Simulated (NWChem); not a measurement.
**A calculation on bromine (Br$_{2}$)**

SMILES: BrBr
```xyz
2

Br     0.0000     0.0000     1.1492
Br     0.0000     0.0000    -1.1492
```
Charge 0, spin multiplicity 1.

All runs are NWChem calculations. The geometry was optimised at PBE0/def2-SVP, a minimum by its harmonic frequencies.

Symmetry labels belong to the abelian group D2h used in the runs, with the axes of the coordinates shown; states degenerate in a higher group split over its labels.

The Hamiltonian is non-relativistic.

List the lowest 6 singlet excitations that CIS/def2-SVPD gives, with oscillator strengths.


```tsv
state	symmetry	energy (eV)	wavelength (nm)	f
1	b2u	3.33	372	0.000
2	b3u	3.33	372	0.000
3	b3g	5.80	214	0.000
4	b2g	5.80	214	0.000
5	b3g	8.58	144	0.000
6	b2g	8.58	144	0.000
```
